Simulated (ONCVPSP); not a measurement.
**Transferability test, ONCV potential for palladium**

palladium (Pd), optimised norm-conserving Vanderbilt (ONCV), made with ONCVPSP 4.0.1 (PBE, scalar-relativistic). Core [Ar] 3d10, reference 4s2 4p6 4d9 (charge +1). Waves: 4s: rc 1.60 bohr, ncon 5, nbas 8, qcut 7.8 1/bohr, 2 projectors, debl 1.2 Ha; 4p: rc 1.55 bohr, ncon 4, nbas 8, qcut 7.7 1/bohr, 2 projectors, debl 0.9 Ha; 4d: rc 1.20 bohr, ncon 4, nbas 8, qcut 6.8 1/bohr, 2 projectors, debl 0.8 Ha. Local part: polynomial inside 0.95 bohr (lpopt 5, dvloc0 0 Ha). Core correction: Teter function, fcfact 3.75, rcfact 1.

In the s channel the program set the typed energies aside and used -3.553, 0.250 Ha. In the p channel the program set the typed energies aside and used -2.296, 0.250 Ha.

Energies are relative to the spin-unpolarised reference configuration 4s2 4p6 4d9; without spin polarisation the order of configurations can differ from experiment.

Problem. Give the all-electron excitation energy and the error of the potential for: 4s2 4p6 4d10; 4s2 4p6 4d8; 4s2 4p6 4d7; 4s2 4p6 4d6.

Solution.

```
valence configuration  charge  ΔE all-electron (eV)  error AE − PS (meV)
         4s2 4p6 4d10       0                -9.115                 -0.8
          4s2 4p6 4d8      +2                20.818                 -1.0
          4s2 4p6 4d7      +3                55.178                 -1.6
          4s2 4p6 4d6      +4               104.524                 +6.5
```

Levels in the configuration 4s2 4p6 4d7:

```tsv
level	all-electron (eV)	pseudo (eV)
4s	-126.076	-126.048
4p	-91.441	-91.431
4d	-41.639	-41.633
```
